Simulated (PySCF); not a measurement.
Isomers of C5H10OSi2, from PBE0-D3(BJ)/def2-SVP geometry optimisation, gas phase in PySCF 2.14.0. One conformer each, no zero-point energy, no frequencies.

Question: Which is lower in electronic energy at this level?
A. `[CH3:1][C:2]#[C:3][Si@@H:4]1[CH2:5][CH2:6][SiH2:7][O:8]1` with C3–Si4–C5–C6 -86°, Si4–C5–C6–Si7 -35°, C5–C6–Si7–O8 27°, C6–Si7–O8–Si4 -6°: A = 2708, B = 737.3, C = 721.1 MHz, dipole 2.52 D
B. `[CH3:1][O:2][C:3]1=[CH:4][SiH2:5][CH:6]=[CH:7][SiH2:8]1` with C1–O2–C3–C4 0°: A = 2173, B = 1109, C = 750.6 MHz, dipole 1.05 D

Answer: A. That is `CC#C[Si@@H]1CC[SiH2]O1`, 52.0 kcal/mol below the other.

```
                SMILES                                             mapped SMILES      E (Eh)  relative (kcal/mol)  relative (kJ/mol)  dipole (D)
CC#C[Si@@H]1CC[SiH2]O1  [CH3:1][C:2]#[C:3][Si@@H:4]1[CH2:5][CH2:6][SiH2:7][O:8]1  -849.87164                  0.0                0.0        2.52
COC1=C[SiH2]C=C[SiH2]1   [CH3:1][O:2][C:3]1=[CH:4][SiH2:5][CH:6]=[CH:7][SiH2:8]1  -849.78873                 52.0              217.7        1.05
```

As drawn, the lower has a C≡C bond and an Si–O bond, which the higher lacks; the higher has a C=C bond outside aromatic rings, which the lower lacks.
